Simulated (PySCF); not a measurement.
**Dipole response of Os(2+) (osmium, charge +2)**

[Xe] 4f14 5d6, high-spin 5D determinant. All numbers are calculated (PySCF 2.14, scalar relativity by spin-free X2C-1e, in x2c-TZVPPall with one added diffuse shell each of s, p, d, f type (12s8p8d4f1g, 113 functions)). Coupled (time-dependent) response in atomic units; α is the mean over directions.

```json
{"method": "UHF", "mean α (bohr³)": "10.43", "α xx, yy, zz": "10.66, 10.66, 9.984", "C₆ (like pair)": "65.79", "S(−4)": "30.95"}
```

S(−4) is the Cauchy moment in α(ω) = α(0) + S(−4) ω² + …

Spin-orbit coupling is absent.

α(iu) at UHF:

```tsv
u (hartree)	α(iu) (bohr³)
0	10.43
0.0500	10.36
0.100	10.14
0.200	9.410
0.300	8.521
0.500	6.877
0.750	5.349
1.00	4.268
1.50	2.885
2.00	2.068
3.00	1.200
5.00	0.5426
```

A single London oscillator, α(iu) = α/(1 + u²/ω²), gives C₆ = (3/4) ω α². Matching the computed C₆ needs ω = 4 × 65.79 / (3 × 10.43²) = 0.806 hartree.

For an ion, C₆ is the dispersion term alone; charge-induced terms of lower order in 1/R come first.

The components differ because the open shell of this determinant is not spherical; for a pure term their mean is the scalar polarisability.

Spin-orbit coupling, absent here, splits the open shell strongly.
